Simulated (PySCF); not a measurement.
MgF2, SMILES [F][Mg][F]. Coordinates come from a PBE-D3(BJ)/def2-TZVP optimisation. The isomer is the one that the SMILES or the coordinates give; other isomers of the formula were not compared.

Computed with PBE-D3(BJ)/def2-TZVP (PySCF).

Harmonic wavenumbers (cm⁻¹): 156, 156, 542, 846. Rotational constants (GHz): 4.273 (linear); symmetry number 2.

**Question.** Work out the zero-point energy and the ideal-gas rigid-rotor harmonic-oscillator thermochemistry at 298.15 K and 1 atm.

**Answer.** ZPE = ½ Σ hcν = ½ × 1699 cm⁻¹ = 2.43 kcal/mol. H − E(el) = 5.46 kcal/mol. Entropy in cal/(mol K): translation 38.31, rotation 15.08, vibration 5.94, total 59.33. G − E(el) = -12.23 kcal/mol. Cp = 12.48 cal/(mol K).
